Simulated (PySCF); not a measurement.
C2H4OSi, SMILES O[SiH2]C#C.

Geometry optimised at PBE-D3(BJ)/def2-SVP. Other conformers were not sampled.

The numbers are results of TDA-CAM-B3LYP/def2-SVPD run with PySCF, not measurements.

Vertical excitations. Isolated molecule, no solvent.

```
state  energy (eV)  λ (nm)      f                                                                   main pairs
-----  -----------  ------  -----  ---------------------------------------------------------------------------
S1            5.69     218  0.000                                                               HOMO→LUMO 72 %
S2            6.06     205  0.002                                           HOMO−1→LUMO 43 %, HOMO→LUMO+1 38 %
S3            6.18     200  0.000                                                           HOMO−1→LUMO+1 85 %
S4            7.24     171  0.011                                                             HOMO−2→LUMO 85 %
S5            7.87     158  0.017                                                             HOMO→LUMO+2 74 %
S6            7.98     155  0.132      HOMO−1→LUMO+2 48 %, HOMO−1→LUMO 16 %, HOMO−3→LUMO 11 %, HOMO→LUMO+2 8 %
S7            8.16     152  0.022                                         HOMO−3→LUMO 57 %, HOMO−1→LUMO+2 20 %
S8            8.40     148  0.153                                         HOMO−2→LUMO+1 56 %, HOMO→LUMO+1 13 %
S9            8.52     145  0.116  HOMO−1→LUMO+3 34 %, HOMO−2→LUMO+1 15 %, HOMO−1→LUMO 14 %, HOMO−1→LUMO+2 5 %
S10           8.57     145  0.034                           HOMO→LUMO+3 52 %, HOMO−3→LUMO 9 %, HOMO→LUMO+5 9 %
T1            4.71     263      0                        HOMO−1→LUMO 42 %, HOMO→LUMO+1 30 %, HOMO−1→LUMO+3 7 %
T2            5.14     241      0                                           HOMO→LUMO 51 %, HOMO−1→LUMO+1 20 %
T3            5.20     238      0                                           HOMO→LUMO+1 53 %, HOMO−1→LUMO 25 %
T4            5.86     211      0                                           HOMO−1→LUMO+1 69 %, HOMO→LUMO 20 %
```
Triplets are in the Tamm–Dancoff approximation.
